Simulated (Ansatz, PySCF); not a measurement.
Dimer: H4SeSi (SMILES [SiH3][SeH]) (first 6 atoms) with HF (SMILES F); geometry from B3LYP-D3(BJ)/def2-TZVP, rigid monomers moved along the line of their centres of mass till Se2···H8 is 2.12 Å.
(charge 0, multiplicity 1):
```xyz
8

Si     0.614    -1.355     0.860
Se    -0.473     0.684     0.987
H      0.050    -2.160    -0.243
H      2.017    -0.996     0.580
H      0.489    -2.078     2.140
H     -1.752     0.080     1.397
F      0.780     0.674     3.769
H      0.329     0.784     2.952
```

Interaction energies are E(AB) − E(A) − E(B) at the monomers' geometry in the complex; basis-set methods are counterpoise corrected.

Rows in 6-31G* carry no dispersion term and start afresh at each structure (6-31G* with six Cartesian d functions); the Pople sets are all-electron and without relativity.

Run with Ansatz (a first-principles code) with Gaussian orbitals; PySCF for 6-31G* rows. Each number belongs to the level named beside it.

Question: One of these levels gives -221.2 meV for the interaction energy. Which one is it?
A) HF/6-31G*
B) PBE/def2-TZVPPD
C) wB97M-V/def2-TZVPPD
D) HF/def2-SVPD

Answer: B, PBE/def2-TZVPPD. The others give 55.7 (HF/6-31G*), -12.6 (HF/def2-SVPD), -188.6 (wB97M-V/def2-TZVPPD)
